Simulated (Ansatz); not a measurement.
# Nudged elastic band run: AlFH6N2

input.yaml

```yaml
crystal:
  periodic: [false, false, false]
  atoms:
    - { symbol: Al, position_ang: [0.027509, 0.027128, -0.009015] }
    - { symbol: H, position_ang: [0.030755, -0.348092, 1.547841] }
    - { symbol: "N", position_ang: [1.565554, 0.007893, -0.902538] }
    - { symbol: H, position_ang: [1.656613, 0.019904, -1.901045] }
    - { symbol: H, position_ang: [2.471317, -0.052148, -0.476512] }
    - { symbol: "N", position_ang: [-1.512263, -0.111359, -0.88987] }
    - { symbol: H, position_ang: [-2.384899, -0.357342, -0.461266] }
    - { symbol: H, position_ang: [-1.631706, -0.01678, -1.880994] }
    - { symbol: F, position_ang: [-0.030668, 2.001083, 0.780666] }
    - { symbol: H, position_ang: [-0.055213, 1.727913, 1.674734] }
basis:
  gaussian: { orbitals: "6-31G*" }
hamiltonian:
  xc: { name: BHLYP }
neb:
  order_check: false
  images: 7
  f_tol: 0.05
  max_iterations: 60
  final_atoms:
    - { symbol: Al, position_ang: [0.01140265, 0.63028263, -0.66721877] }
    - { symbol: H, position_ang: [0.00585591, 0.41762307, 3.05517727] }
    - { symbol: "N", position_ang: [1.57167602, -0.02579085, -1.15300066] }
    - { symbol: H, position_ang: [1.7104653, -0.8130235, -1.75800277] }
    - { symbol: H, position_ang: [2.45326526, 0.33839071, -0.84350994] }
    - { symbol: "N", position_ang: [-1.53354988, -0.01209128, -1.21600225] }
    - { symbol: H, position_ang: [-1.65425322, -0.80413275, -1.81866382] }
    - { symbol: H, position_ang: [-2.42373849, 0.36563895, -0.95042195] }
    - { symbol: F, position_ang: [-0.00365987, 1.9251572, 0.35376539] }
    - { symbol: H, position_ang: [-0.00046467, 0.87614582, 2.4798785] }
  initial_path:
    images:
      - { positions_ang: [[0.027509, 0.027128, -0.009015], [0.030755, -0.348092, 1.547841], [1.565554, 0.007893, -0.902538], [1.656613, 0.019904, -1.901045], [2.471317, -0.052148, -0.476512], [-1.512263, -0.111359, -0.88987], [-2.384899, -0.357342, -0.461266], [-1.631706, -0.01678, -1.880994], [-0.030668, 2.001083, 0.780666], [-0.055213, 1.727913, 1.674734]] }
      - { positions_ang: [[0.02000093, 0.02314225, -0.00371601], [0.01810101, -0.23758914, 1.64095812], [1.59137097, -0.00185767, -0.90983863], [1.77669328, -0.22488566, -1.71060643], [2.38435837, 0.17931027, -0.6687123], [-1.54830725, -0.09094124, -0.90790656], [-2.37039372, -0.47819766, -0.55451046], [-1.69856775, 0.17712087, -1.81765228], [-0.00236934, 1.98155155, 0.72504369], [-0.0338875, 1.57054643, 1.68894185]] }
      - { positions_ang: [[0.01249286, 0.0191565, 0.00158299], [0.00544702, -0.12708628, 1.73407525], [1.61718794, -0.01160834, -0.91713926], [1.89677356, -0.46967531, -1.52016786], [2.29739974, 0.41076853, -0.8609126], [-1.5843515, -0.07052348, -0.92594311], [-2.35588845, -0.59905331, -0.64775491], [-1.76542949, 0.37102173, -1.75431056], [0.02592932, 1.9620201, 0.66942139], [-0.01256201, 1.41317985, 1.7031497]] }
      - { positions_ang: [[0.00498479, 0.01517075, 0.00688198], [-0.00720696, -0.01658341, 1.82719237], [1.64300491, -0.02135901, -0.9244399], [2.01685384, -0.71446497, -1.3297293], [2.21044111, 0.6422268, -1.05311289], [-1.62039575, -0.05010571, -0.94397967], [-2.34138317, -0.71990897, -0.74099937], [-1.83229124, 0.5649226, -1.69096885], [0.05422799, 1.94248865, 0.61379908], [0.00876349, 1.25581328, 1.71735754]] }
      - { positions_ang: [[-0.00252328, 0.011185, 0.01218098], [-0.01986095, 0.09391945, 1.92030949], [1.66882188, -0.03110968, -0.93174053], [2.13693412, -0.95925463, -1.13929073], [2.12348248, 0.87368507, -1.24531319], [-1.65644, -0.02968795, -0.96201623], [-2.3268779, -0.84076462, -0.83424383], [-1.89915299, 0.75882347, -1.62762713], [0.08252665, 1.9229572, 0.55817677], [0.03008899, 1.0984467, 1.73156539]] }
      - { positions_ang: [[0.0009582, 0.1659594, -0.15766896], [-0.01343174, 0.17484536, 2.20402643], [1.64453541, -0.02977997, -0.98705556], [2.03031692, -0.92269685, -1.29396874], [2.20592817, 0.73986148, -1.14486238], [-1.62571747, -0.02528878, -1.02551273], [-2.15872173, -0.83160666, -1.08034883], [-2.03029936, 0.66052734, -1.45832583], [0.06098002, 1.9235072, 0.50707393], [0.02245057, 1.04287148, 1.91864367]] }
      - { positions_ang: [[0.00443968, 0.32073381, -0.32751889], [-0.00700252, 0.25577126, 2.48774338], [1.62024895, -0.02845026, -1.04237059], [1.92369971, -0.88613906, -1.44864675], [2.28837387, 0.60603789, -1.04441157], [-1.59499494, -0.02088961, -1.08900924], [-1.99056556, -0.82244869, -1.32645383], [-2.16144574, 0.56223121, -1.28902454], [0.03943339, 1.9240572, 0.45597108], [0.01481216, 0.98729626, 2.10572195]] }
      - { positions_ang: [[0.00792116, 0.47550822, -0.49736883], [-0.0005733, 0.33669717, 2.77146032], [1.59596249, -0.02712056, -1.09768563], [1.81708251, -0.84958128, -1.60332476], [2.37081956, 0.4722143, -0.94396076], [-1.56427241, -0.01649045, -1.15250574], [-1.82240939, -0.81329072, -1.57255882], [-2.29259212, 0.46393508, -1.11972324], [0.01788676, 1.9246072, 0.40486824], [0.00717375, 0.93172104, 2.29280022]] }
      - { positions_ang: [[0.01140265, 0.63028263, -0.66721877], [0.00585591, 0.41762307, 3.05517727], [1.57167602, -0.02579085, -1.15300066], [1.7104653, -0.8130235, -1.75800277], [2.45326526, 0.33839071, -0.84350994], [-1.53354988, -0.01209128, -1.21600225], [-1.65425322, -0.80413275, -1.81866382], [-2.42373849, 0.36563895, -0.95042195], [-0.00365987, 1.9251572, 0.35376539], [-0.00046467, 0.87614582, 2.4798785]] }
```

Launched with:

```bash
$ ansatz run input.yaml --threads 1 --pin off --max-ram 2048MiB --backend cpu --events-out ev --progress --plain --runs-dir out
```

Output, in part (warnings, iteration lines, the closing report on the highest movable image, with atoms numbered from 0):

```
NEB end point (image 0): max|allowed force component| = 9.920e-3 eV/Å (the criterion of neb.relax_end_points is 1.000e-2)
NEB end point (image 8): max|allowed force component| = 1.642e-2 eV/Å (the criterion of neb.relax_end_points is 1.000e-2)
NEB iter   1: max|band force component| = 2.140e1 eV/Å  barrier→ = 4.4219 eV  barrier← = 6.1030 eV  Δτ_max = 0.2000 Å  (228 SCF iters)
NEB iter   2: max|band force component| = 2.788e0 eV/Å  barrier→ = 0.4818 eV  barrier← = 2.1629 eV  Δτ_max = 0.2000 Å  (203 SCF iters)
NEB iter   3: max|band force component| = 1.946e0 eV/Å  barrier→ = 0.1987 eV  barrier← = 1.8798 eV  Δτ_max = 0.2000 Å  (199 SCF iters)
NEB iter   4: max|band force component| = 2.104e0 eV/Å  barrier→ = 0.2301 eV  barrier← = 1.9112 eV  Δτ_max = 0.0995 Å  (192 SCF iters)
NEB iter   5: max|band force component| = 1.538e0 eV/Å  barrier→ = 0.1365 eV  barrier← = 1.8176 eV  Δτ_max = 0.1961 Å  (198 SCF iters)
NEB iter   6: max|band force component| = 1.718e0 eV/Å  barrier→ = 0.1192 eV  barrier← = 1.8003 eV  Δτ_max = 0.0993 Å  (191 SCF iters)
NEB iter   7: max|band force component| = 1.165e0 eV/Å  barrier→ = 0.1206 eV  barrier← = 1.8017 eV  Δτ_max = 0.0999 Å  (195 SCF iters)
NEB iter   8: max|band force component| = 4.517e-1 eV/Å  barrier→ = 0.1152 eV  barrier← = 1.7962 eV  CI = image 2  Δτ_max = 0.2000 Å  (190 SCF iters)
NEB iter   9: max|band force component| = 3.662e0 eV/Å  barrier→ = 0.1447 eV  barrier← = 1.8258 eV  CI = image 2  Δτ_max = 0.1003 Å  (187 SCF iters)
NEB iter  10: max|band force component| = 3.400e-1 eV/Å  barrier→ = 0.1308 eV  barrier← = 1.8119 eV  CI = image 2  Δτ_max = 0.1925 Å  (192 SCF iters)
NEB iter  11: max|band force component| = 5.978e-1 eV/Å  barrier→ = 0.1249 eV  barrier← = 1.8060 eV  CI = image 2  Δτ_max = 0.1010 Å  (193 SCF iters)
NEB iter  12: max|band force component| = 4.671e-1 eV/Å  barrier→ = 0.1312 eV  barrier← = 1.8123 eV  CI = image 2  Δτ_max = 0.1003 Å  (194 SCF iters)
NEB iter  13: max|band force component| = 3.629e-1 eV/Å  barrier→ = 0.1244 eV  barrier← = 1.8055 eV  CI = image 2  Δτ_max = 0.1001 Å  (186 SCF iters)
NEB iter  14: max|band force component| = 2.249e-1 eV/Å  barrier→ = 0.1231 eV  barrier← = 1.8042 eV  CI = image 2  Δτ_max = 0.1001 Å  (193 SCF iters)
NEB iter  15: max|band force component| = 1.447e-1 eV/Å  barrier→ = 0.1230 eV  barrier← = 1.8041 eV  CI = image 2  Δτ_max = 0.1012 Å  (184 SCF iters)
NEB iter  16: max|band force component| = 2.157e-1 eV/Å  barrier→ = 0.1230 eV  barrier← = 1.8040 eV  CI = image 2  Δτ_max = 0.0501 Å  (186 SCF iters)
NEB iter  17: max|band force component| = 1.423e-1 eV/Å  barrier→ = 0.1229 eV  barrier← = 1.8040 eV  CI = image 2  Δτ_max = 0.0501 Å  (171 SCF iters)
NEB iter  18: max|band force component| = 9.568e-2 eV/Å  barrier→ = 0.1229 eV  barrier← = 1.8040 eV  CI = image 2  Δτ_max = 0.0501 Å  (168 SCF iters)
NEB iter  19: max|band force component| = 8.673e-2 eV/Å  barrier→ = 0.1229 eV  barrier← = 1.8040 eV  CI = image 2  Δτ_max = 0.0500 Å  (169 SCF iters)
NEB iter  20: max|band force component| = 8.803e-2 eV/Å  barrier→ = 0.1229 eV  barrier← = 1.8040 eV  CI = image 2  Δτ_max = 0.0500 Å  (171 SCF iters)
NEB iter  21: max|band force component| = 6.811e-2 eV/Å  barrier→ = 0.1229 eV  barrier← = 1.8040 eV  CI = image 2  Δτ_max = 0.0500 Å  (168 SCF iters)
NEB iter  22: max|band force component| = 6.246e-2 eV/Å  barrier→ = 0.1229 eV  barrier← = 1.8040 eV  CI = image 2  Δτ_max = 0.0998 Å  (170 SCF iters)
NEB iter  23: max|band force component| = 8.744e-2 eV/Å  barrier→ = 0.1229 eV  barrier← = 1.8040 eV  CI = image 2  Δτ_max = 0.0500 Å  (172 SCF iters)
NEB iter  24: max|band force component| = 6.920e-2 eV/Å  barrier→ = 0.1229 eV  barrier← = 1.8040 eV  CI = image 2  Δτ_max = 0.0501 Å  (169 SCF iters)
NEB iter  25: max|band force component| = 7.005e-2 eV/Å  barrier→ = 0.1229 eV  barrier← = 1.8040 eV  CI = image 2  Δτ_max = 0.0500 Å  (171 SCF iters)
NEB iter  26: max|band force component| = 6.981e-2 eV/Å  barrier→ = 0.1229 eV  barrier← = 1.8040 eV  CI = image 2  Δτ_max = 0.0500 Å  (170 SCF iters)
NEB iter  27: max|band force component| = 5.236e-2 eV/Å  barrier→ = 0.1229 eV  barrier← = 1.8040 eV  CI = image 2  Δτ_max = 0.0500 Å  (170 SCF iters)
NEB iter  28: max|band force component| = 5.624e-2 eV/Å  barrier→ = 0.1229 eV  barrier← = 1.8040 eV  CI = image 2  Δτ_max = 0.0500 Å  (171 SCF iters)
NEB iter  29: max|band force component| = 4.521e-2 eV/Å  barrier→ = 0.1229 eV  barrier← = 1.8040 eV  CI = image 2  Δτ_max = 0.0000 Å  (346 SCF iters)
Total energy: -12389.60247533 eV, -455.3094929943 hartree
Atom 0 at     0.011235     0.254546    -0.090379 Å, force     0.000017     0.000023    -0.000027 eV/Å
Atom 1 at    -0.140364    -0.065043     1.578424 Å, force     0.000018     0.000033    -0.000004 eV/Å
Atom 2 at     1.566532     0.088190    -0.918412 Å, force    -0.000005     0.000063     0.000088 eV/Å
Atom 3 at     1.745755    -0.575422    -1.648388 Å, force    -0.000024    -0.000016    -0.000011 eV/Å
Atom 4 at     2.412420     0.563335    -0.665222 Å, force     0.000016    -0.000028    -0.000043 eV/Å
Atom 5 at    -1.527556    -0.084425    -0.892397 Å, force     0.000004    -0.000010    -0.000009 eV/Å
Atom 6 at    -2.368399    -0.351950    -0.416002 Å, force     0.000001    -0.000001     0.000004 eV/Å
Atom 7 at    -1.693827    -0.002799    -1.877998 Å, force    -0.000003     0.000001     0.000002 eV/Å
Atom 8 at     0.139093     1.919919     0.855176 Å, force     0.000026     0.000005    -0.000055 eV/Å
Atom 9 at    -0.007890     1.151850     1.557200 Å, force    -0.000049    -0.000070     0.000055 eV/Å
Dipole moment:    -0.000006    -0.058009    -0.051844 e Å
```

The run converged. The profile has 2 maxima (images 2, 6) with wells between them (image 4): this band takes more than one step, which may be the mechanism or a detour left from its start path. Neighbouring images differ by up to 1.6 eV, so the band resolves the path poorly. A vibrational analysis at the climbing image gives one clearly imaginary mode, 684i cm⁻¹: a first-order saddle point. The orbitals stay closed-shell, which can raise the energy where a bond breaks towards radicals; this wasn't checked here.

Final band (atoms are numbered from 1 in the order of the input):

| image | path coordinate (Å) | energy (eV) | Al1–H2 (Å) | F9–H10 (Å) | H2–H10 (Å) |
| --- | --- | --- | --- | --- | --- |
| 0 | 0.00 | 0.000 | 1.60 | 0.94 | 2.08 |
| 1 | 0.67 | 0.014 | 1.61 | 0.94 | 1.89 |
| 2 | 1.33 | 0.123 | 1.71 | 1.05 | 1.22 |
| 3 | 2.37 | -1.484 | 2.37 | 2.03 | 0.74 |
| 4 | 3.41 | -1.665 | 3.09 | 2.41 | 0.74 |
| 5 | 4.45 | -1.615 | 3.51 | 2.30 | 0.74 |
| 6 | 5.47 | -1.481 | 3.57 | 2.38 | 0.74 |
| 7 | 6.50 | -1.607 | 3.52 | 2.49 | 0.74 |
| 8 | 7.52 | -1.681 | 3.73 | 2.37 | 0.74 |

Run time: 9.9 min on 1 thread of Arm Neoverse V2, with other jobs on the host, peak memory 0.15 GiB.
